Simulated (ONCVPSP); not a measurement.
# What one change does to a pseudopotential (nitrogen (N), ONCV)

nitrogen (N), optimised norm-conserving Vanderbilt (ONCV), made with ONCVPSP 4.0.1 (PBE, non-relativistic). Core [He], reference 2s2 2p3. Waves: 2s: rc 1.10 bohr, ncon 4, nbas 8, qcut 6.5 1/bohr, 1 projector; 2p: rc 1.25 bohr, ncon 4, nbas 7, qcut 6.3 1/bohr, 2 projectors, debl 3.6 Ha; d scattering state at 0.15 Ha: rc 1.05 bohr, ncon 3, nbas 7, qcut 9.3 1/bohr, 2 projectors, debl 1.2 Ha. Local part: polynomial inside 0.70 bohr (lpopt 3, dvloc0 2 Ha). Core correction: Teter function fitted to the true core (icmod 2), fcfact 0.15.

Change: p: nproj 1.

Cutoffs: the cutoffs (Ha) at which the residual kinetic energy of the hardest occupied pseudo-wave falls to 1 and 0.1 mHa per electron; they do not see the model core or the augmentation charge, which bear on the density cutoff. Errors are all-electron minus pseudo energies relative to the spin-unpolarised reference configuration.

Q: What does the change do?

A: The potential gets neither clearly harder nor softer (73 Ha and 124 Ha → 73 Ha and 124 Ha); of the 4 tests that both files solve, the error grows in 0 and shrinks in 1 by more than 15 % and 0.3 meV (median size 94.2 → 86.6 meV); the range in which the p phases agree narrows (upper end at the end of the scan → 3.0); neither file shows a bound ghost.

| quantity | base | changed |
| --- | --- | --- |
| cutoff, loose | 73 Ha | 73 Ha |
| cutoff, tight | 124 Ha | 124 Ha |
| bound ghosts | none | none |
| GHOST(+) flags under 300 eV | none | none |
| error for 2s2 2p2, meV [ΔE 13.60 eV] | +19 | +15 |
| error for 2s2 2p1, meV [ΔE 42.46 eV] | +170 | +158 |
| error for 2s2 2p0, meV [ΔE 89.54 eV] | +756 | +756 |
| error for 2s1 2p4, meV [ΔE 11.48 eV] | +13 | +13 |
| s: phases at 1.12 bohr within 0.05 rad from the reference energy up to (Ha; the scan ends near 5) | 3.9 | 3.9 |
| p: phases at 1.27 bohr within 0.05 rad from the reference energy up to (Ha; the scan ends near 5) | to the end of the scan | 3.0 |
| d: phases at 1.06 bohr within 0.05 rad from the reference energy up to (Ha; the scan ends near 5) | to the end of the scan | to the end of the scan |
| rms error of d²Exc/dni dnj with the model core, mHa | 1.85 | 1.85 |
